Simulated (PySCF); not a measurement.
Predicted microwave data (PBE0-D3(BJ)/def2-SVP geometry optimisation, gas phase in PySCF 2.14.0) for one isomer of C6H7ClO:

| Quantity | Value |
| --- | --- |
| Rotational constants | A = 2485, B = 1310, C = 1260 MHz |
| Dipole components | \|μa\| = 0.74 D, \|μb\| = 2.03 D, \|μc\| = 1.62 D |
| Inertial defect | -188.11 u·Å² |
| κ | -0.92 |

Question: Which candidate fits, each taken in the one conformer that was computed?
A. `[CH3:1][C@@:2]1([CH:3]=[O:4])[CH:5]=[CH:6][C@H:7]1[Cl:8]` with C1–C2–C3–O4 -134°
B. `[CH2:1]=[CH:2]/[C:3](=[CH:4]/[CH3:5])[C:6](=[O:7])[Cl:8]` with C1–C2–C3–C4 -172°, C2–C3–C6–O7 -128°

Answer: A. It is C[C@@]1(C=O)C=C[C@H]1Cl, a near-prolate asymmetric top, point group C1. The candidates at the same level (rigid rotor, commonest isotopes):

| SMILES | A (MHz) | B (MHz) | C (MHz) | μa (D) | μb (D) | μc (D) | Δ (u·Å²) | point group | rotor |
| --- | --- | --- | --- | --- | --- | --- | --- | --- | --- |
| C[C@@]1(C=O)C=C[C@H]1Cl | 2485 | 1310 | 1260 | 0.74 | 2.03 | 1.62 | -188.11 | C1 | near-prolate asymmetric top |
| C=C/C(=C/C)C(=O)Cl | 2010 | 1488 | 1006 | 1.73 | 2.06 | 1.05 | -88.87 | C1 | asymmetric top |

`C=C/C(=C/C)C(=O)Cl` has C 20 % too low. No structure here is proved a minimum.
